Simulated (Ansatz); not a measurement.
InH2Br⁻. Total charge -1; doublet. Geometry r2SCAN-D4/def2-TZVP, that of the neutral singlet; atoms count from 1.

```xyz
4

In   -0.205    0.198    0.082
H    -0.988    0.915   -1.248
H    -0.318    0.353    1.774
Br    1.511   -1.466   -0.608
```

In the def2 sets In takes a core potential; there is no spin–orbit coupling. The highest occupied level of the charge -1 doublet lies above zero (up to 1.04 eV). By energy differences its removal costs 0.54 eV (vertical, to the charge 0 singlet, at PBE0-D4/def2-TZVPD); a positive level beside a positive removal energy at the same level points to self-interaction error.

Estimate the Mulliken populations from the PBE0/def2-TZVPD orbitals of Ansatz.


| atom | charge (e) | spin (α − β) |
| --- | --- | --- |
| In1 | -0.29 | 1.12 |
| H2 | -0.08 | -0.05 |
| H3 | -0.08 | -0.05 |
| Br4 | -0.55 | -0.01 |
Mulliken values and Mayer orders depend strongly on the basis. With diffuse functions, as here, like atoms can get unlike values, and bond orders can come out too low or too high.

Where does the spin sit?

Summed by element: In 1.12, H -0.11, Br -0.01, of 1 unpaired in all. Largest on single atoms: In1 1.12, H2 -0.05, H3 -0.05.

And the Mayer bond orders between bonded heavy atoms (over 0.3)?

In1–Br4 0.68 (2.49 Å).
